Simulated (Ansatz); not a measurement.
ZnI6⁴⁻ (relaxed from a model of [ZnI6]4-, whose bonding it doesn't keep). The state is a singlet with charge -4. Geometry PBE0-D4/def2-SVPD, loosely relaxed, basis def2-TZVPD, Ansatz.

| atom | x (Å) | y (Å) | z (Å) |
| --- | --- | --- | --- |
| Zn1 | -2.496 | 0.117 | 2.432 |
| I2 | -4.321 | 0.157 | 4.232 |
| I3 | 12.093 | -0.444 | -12.115 |
| I4 | 7.448 | -9.804 | 9.965 |
| I5 | -9.523 | 9.783 | -7.610 |
| I6 | -0.605 | 1.827 | 2.530 |
| I7 | -2.596 | -1.637 | 0.568 |

| run | HOMO (eV) | LUMO (eV) |
| --- | --- | --- |
| A | 1.88 | 4.12 |
| B | 1.76 | 3.85 |
| C | 1.68 | 4.45 |
| D | 1.65 | 4.35 |
| E | 0.89 | 4.87 |
| F | -1.47 | 5.81 |

In the def2 sets I takes a core potential; there is no spin–orbit coupling. A multiply charged anion in the gas phase is held together partly by the finite basis. In the singlet geometry the species has come apart into loosely held pieces.

Q: The runs used B97M-V, HF, LDA (SPW92), PBE, PBE0, r2SCAN. Estimate which is which.

A: A PBE (0 % exact exchange); B LDA (SPW92) (0 % exact exchange); C r2SCAN (0 % exact exchange); D B97M-V (0 % exact exchange); E PBE0 (25 % exact exchange); F HF (100 % exact exchange). Exact exchange lowers occupied and raises empty levels; among semilocal functionals meta-GGAs tend to open the gap a little, and such runs are hard to tell apart. The gap grows from 2.10 eV (LDA (SPW92)) to 7.29 eV (HF). At PBE-D4/def2-TZVPD, LDA (SPW92)/def2-TZVPD, r2SCAN-D4/def2-TZVPD, B97M-V/def2-TZVPD and others the highest occupied level of the charge -4 singlet lies above zero (up to 1.88 eV). By energy differences it is unbound by 0.65 eV (vertical, against the charge -3 doublet, at PBE-D4/def2-TZVPD) and held by the finite basis. The geometry of the charge -4 singlet is only loosely relaxed.
